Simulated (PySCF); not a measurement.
These 3 structures share the formula CH8N2Si. Level of theory: PBE0-D3(BJ)/def2-SVP geometry optimisation, gas phase (PySCF 2.14.0). One conformer each; no zero-point energy, no entropy. No frequencies were run at this level. Point groups hold within 0.08 Å.

**Question.** Order them by energy at this level, lowest first, and give relative energies in kcal/mol.
A. `[CH3:1][SiH:2]([NH2:3])[NH2:4]` with C1–Si2–N3–H 38° and 179°, C1–Si2–N4–H -91° and 59°
B. `[NH2:1][CH2:2][SiH2:3][NH2:4]` with H–N1–C2–Si3 68° and -46°, N1–C2–Si3–N4 52°, C2–Si3–N4–H -151° and 71°
C. `[CH3:1][NH:2][SiH2:3][NH2:4]` with C1–N2–Si3–N4 -153°, N2–Si3–N4–H -150° and 62°

**Answer.** A (0.0), C (17.2), B (32.8).

```tsv
SMILES	E (Eh)	E rel (kcal/mol)	dipole (D)	point group	A, B, C (MHz)
C[SiH](N)N	-441.48277	0.0	0.46	C1	6304, 5410, 3397
CN[SiH2]N	-441.45540	17.2	1.07	C1	16724, 2988, 2731
NC[SiH2]N	-441.43043	32.8	1.81	C1	9219, 3795, 3064
```
